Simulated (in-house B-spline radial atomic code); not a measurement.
Hg. Computed with a B-spline radial atomic code. Model: non-relativistic spherical atom: semilocal Troullier-Martins pseudo-atom, one channel per l, against all electrons, high spin, G0W0 and RPA with empty states to l = 8, local potential for every l without a channel, a model core (radius 0 = none) keeps its share of the functional.

The core holds an angular momentum without a channel of its own, so the local potential lets valence electrons into it.

Without relativity these are model numbers for so heavy an element.

What the tables leave out is listed at the end.

The pseudopotential gives back the lowest level of each angular momentum of its own functional in the configuration it was made in; a second state of the same l is only approximately right. Exact exchange, RPA and GW see the smooth pseudo-orbitals and miss the exchange with the core, for which the functional's share stands in. The column with an uncorrelated core keeps all orbitals and exact exchange, and so separates missing core correlation from pseudisation. Only the three outermost levels and the lowest empty one were computed. RPA here is direct RPA, with no exchange kernel, and its energies carry an (l + 1/2)⁻⁴ tail. A hybrid on a potential with a model core restores only its own semilocal share of the core's exchange.

Command:
```bash
python run_psgw.py task.json out
```
Settings (lengths in bohr, energies in hartree):
```
Z                      80
electrons              80
configuration          [Xe] 4f14 5d10 6s2
generated_in           [Xe] 4f14 5d10 6s2
functional             lda,vwn
core_shells            11
radius_factor          0.9
core_correction        True
ion_configuration      [Xe] 4f14 5d10 6s1
```

Run time, properties included: 110 s on 1 thread of Arm Neoverse N1 (shared host).

Given: made with LDA VWN5; model core radius 0.772 bohr; local radius 1.08 bohr; mean-field start LDA VWN5.

Valence shells of the generating configuration: 5p, 5d, 6s.

Channel: s 2.254, p 0.873, d 1.036 (radii in bohr).

Computed: largest level miss in the spin-unpolarised generating configuration 0.001 eV; valence RPA correlation energy pseudo -1.3568 hartree; all-electron RPA polarisability, core included 44.104 bohr³; pseudo-atom RPA polarisability 44.202 bohr³; ionisation by mean-field all-electron 8.8241 eV; ionisation by mean-field pseudo minus all 0.003 eV; ionisation by RPA pseudo minus all 0.719 eV.

```
level  occupied  mean-field all-electron (eV)  mean-field pseudo minus all (eV)  G0W0 all-electron (eV)  G0W0 uncorrelated core minus all (eV)  G0W0 pseudo minus all (eV)  exchange self-energy all-electron (eV)  exchange self-energy pseudo (eV)
   6s         1                       -5.5821                                 0                 -8.5911                                  0.024                      -0.718                                 -11.408                           -11.515
```

Question: What is the ionisation by RPA all-electron?

Answer: 8.8033 eV.

Question: What is the valence RPA correlation energy all-electron orbitals?

Answer: -1.0479 hartree.

Given: mean-field start PBE0.

Computed: valence RPA correlation energy pseudo -1.2794 hartree; pseudo-atom RPA polarisability 37.746 bohr³; ionisation by mean-field all-electron 8.2005 eV; ionisation by mean-field pseudo minus all 0.367 eV; ionisation by RPA all-electron 8.6266 eV; ionisation by RPA pseudo minus all 0.83 eV.

```tsv
level	occupied	mean-field all-electron (eV)	mean-field pseudo minus all (eV)	G0W0 all-electron (eV)	G0W0 uncorrelated core minus all (eV)	G0W0 pseudo minus all (eV)	exchange self-energy all-electron (eV)	exchange self-energy pseudo (eV)
6s	1	-5.9374	-0.285	-8.5293	0.026	-0.849	-11.02	-11.904
```

Question: What is the all-electron RPA polarisability, core included?

Answer: 41.943 bohr³.

Question: What is the valence RPA correlation energy all-electron orbitals?

Answer: -0.9877 hartree.

Among the listed levels the largest G0W0 shift of the pseudo-atom is -0.85 eV, for 6s on the PBE0 start, while leaving the core uncorrelated moves that level by +0.03 eV. So pseudisation and the lost core exchange, not the missing core correlation, make the error. Not in the tables (levels of low weight, unsolved or above zero; the highest and the empty levels are kept at any weight): on LDA the G0W0 levels 5d (pseudo minus all +0.20 eV, weights 0.57 and 0.53), 5p (pseudo minus all +15.34 eV, weights 0.01 and 0.06), 6p (pseudo minus all +0.01 eV, weights 0.90 and 0.90); on PBE0 the G0W0 levels 5d (pseudo minus all +0.79 eV, weights 0.77 and 0.74), 5p (pseudo minus all +2.29 eV, weights 0.11 and 0.06), 6p (pseudo minus all +0.13 eV, weights 0.94 and 0.93); no Hartree-Fock pseudo-atom is run with a model core.
